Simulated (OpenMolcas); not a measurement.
## What dynamic correlation does to the levels of Ar⁺

```json
{
  "Program": "OpenMolcas 26.06",
  "Basis": "ANO-RCC [8s7p5d4f2g]",
  "Scalar Hamiltonian": "DKH2, point nucleus",
  "Active space": "7 electrons in 9 orbitals (RAS2 3s 3p; RAS3 3d, at most 2 electrons)",
  "State averaging": "2S+1 = 2 odd, 3 roots; 2S+1 = 2 even, 1 root",
  "Spin-orbit coupling": "state interaction with AMFI integrals over the reference wave functions, term energies averaged over their components"
}
```

Methods on the same reference wave functions:
A. RASSCF
B. SS-RASPT2, IPEA 0.25 Eh, imaginary shift 0.1 Eh (closed shells correlated: 2s 2p)
C. XMS-RASPT2, IPEA 0.25 Eh, imaginary shift 0.1 Eh (closed shells correlated: 2s 2p)

Energies in cm-1 above 3s2 3p5 2P* 3/2, the measured ground level; measured values from NIST Handbook of Basic Atomic Spectroscopic Data.

```csv
Level,A,B,C,Measured
3s2 3p5 2P* 3/2,0.0,0.0,0.0,0.0
3s2 3p5 2P* 1/2,1277,1277,1277,1432
3s 3p6 2S 1/2,113177,112880,113160,108722
```

Deviations, from unrounded energies. A percentage is the sum of absolute deviations over the sum of measured energies, with the sign that they share, or ± where signs differ.

```json
{"Against measurement": "mean absolute deviation (cm-1)", "Levels": "2", "A": "2300", "B": "2200", "C": "2300"}
{"Against measurement": "fine structure of the ground term (%)", "Levels": "1", "A": "-10.8", "B": "-10.8", "C": "-10.8"}
{"Against measurement": "other configurations (%)", "Levels": "1", "A": "+4.1", "B": "+3.8", "C": "+4.1"}
```

B lies closest to measurement on these levels and A furthest from it. The largest miss of B in the table is 3s 3p6 2S 1/2, by +4200 cm-1. The ranking rests on the paired levels alone, and a cruder setting can come out closer through cancelling errors.

Between B and C the level of the table that moves most is 3s 3p6 2S 1/2, by 280 cm-1 (lowest in B, highest in C). Moves below CASPT2's spread within the term are not significant.

The lowest spin-free term lies below A's lowest term by 0.268 hartree in B, 0.269 hartree in C.

CASPT2 does not keep the components of a term degenerate, so their means are used; among the terms shown or strongly mixed into the levels shown the widest spread is 24 cm-1 (3s2 3p5 2P*, C). Active for correlation alone: 3d; no level in the range computed is led by a configuration that fills it, so any true level of that kind is missing. Some terms mix strongly with configurations of 3d, whose occupation reaches 0.33 (3s 3p6 2S). Without dynamic correlation excited terms often stand tens of per cent too high (terms of higher spin than the ground term too low), and those without a measured partner can miss by more than the paired ones (holds for A). Measured partners are found by configuration, term and J. A level has none where our copy of the source lacks it or the pairing is in doubt (some pairs that miss far off the trend of their configuration count as doubtful), and it then counts in no deviation. Only configurations of the active space appear.

* marks odd parity.
